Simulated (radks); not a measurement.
Problem. Fe10+, configuration [Ne] 3s2 3p4. Calculated with a radial shooting solver on a logarithmic mesh with Libxc functionals: non-relativistic Kohn-Sham, TPSS, spin-polarised, spherical densities, point nucleus; open shells are filled with parallel spins first; meta-GGA in the generalised Kohn-Sham scheme. Some entries of the table are withheld. Estimate them.

orbital,occ.,eigenvalue (Ry),r(max) (bohr),<r^2> (bohr^2)
1s up,1,-529.9552,0.03896,0.004685
1s down,1,-529.8527,0.03895,0.004684
2s up,1,-78.63024,(1),0.08493
2s down,1,-78.56661,(2),0.08481
2p up,3,-70.46295,0.1804,0.06792
2p down,3,-70.35255,0.1806,0.06787
3s up,1,(3),(4),0.6032
3s down,1,(5),(6),0.6087
3p up,3,-20.68317,0.6573,0.6131
3p down,1,-20.26951,0.6589,0.6198

Solution. 
(1) 2s up r(max) (bohr): 0.2245
(2) 2s down r(max) (bohr): 0.2246
(3) 3s up eigenvalue (Ry): -23.23150
(4) 3s up r(max) (bohr): 0.6650
(5) 3s down eigenvalue (Ry): -22.80319
(6) 3s down r(max) (bohr): 0.6665
